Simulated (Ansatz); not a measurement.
`C[O][Zr]1234([O]C)([N](C)C)[C@@H]5[C@H]1[C@H]2[C@@]3(C)[C@@H]54` from Hartree–Fock to CCSD(T)

```xyz
33

C    -0.3495   -3.1270   -1.8335
O     0.0183   -2.1965   -0.8788
Zr    0.4428   -0.4527   -0.1433
O     2.3184   -0.3583    0.3418
C     3.6380    0.0502    0.2759
N    -0.5187   -0.4557    1.6724
C    -1.7937   -1.0818    1.8961
C    -0.0694    0.2975    2.8118
C    -0.0025    0.4609   -2.4940
C     1.0025    1.2741   -1.9497
C     0.4454    1.9795   -0.8557
C    -0.9173    1.6239   -0.7350
C    -1.9056    2.2084    0.2162
C    -1.1819    0.6631   -1.7371
H    -0.8069   -2.6466   -2.7095
H     0.5189   -3.7016   -2.1778
H    -1.0780   -3.8354   -1.4208
H     4.2633   -0.7139   -0.2017
H     4.0368    0.2291    1.2817
H     3.7434    0.9814   -0.2979
H    -2.5878   -0.3502    2.1190
H    -2.1051   -1.6561    1.0188
H    -1.7557   -1.7808    2.7458
H     0.0386   -0.3430    3.7008
H     0.9073    0.7504    2.6191
H    -0.7681    1.1060    3.0834
H     0.1098   -0.2245   -3.3217
H     2.0291    1.3285   -2.2822
H     0.9669    2.6874   -0.2257
H    -1.4307    2.5143    1.1494
H    -2.3781    3.0934   -0.2212
H    -2.6964    1.4972    0.4588
H    -2.1343    0.1786   -1.9054
```

The species carries charge 0 and has multiplicity 1. Correlated methods include outer-core shells of Zr, which these sets cover unevenly. Zr takes the def2 core potential. All single points use the PBE0-D4/def2-TZVP geometry. It is one conformer, not always the lowest. Frozen core, restricted reference, Ansatz.

| basis | HF (Eh) | MP2 corr. |
| --- | --- | --- |
| def2-SVP | -640.15192 | -2.20682 |
| def2-TZVPP | -640.83034 | -2.75919 |
| def2-QZVPP | -640.86122 | -2.96467 |

(1) Estimate the CCSD correlation energy and the (T) correction in each basis where they were run (hartree).

Results:

(1) 
| basis | CCSD corr. | (T) |
| --- | --- | --- |
| def2-SVP | -2.30552 | -0.08587 |
| def2-TZVPP | -2.81881 | -0.13215 |
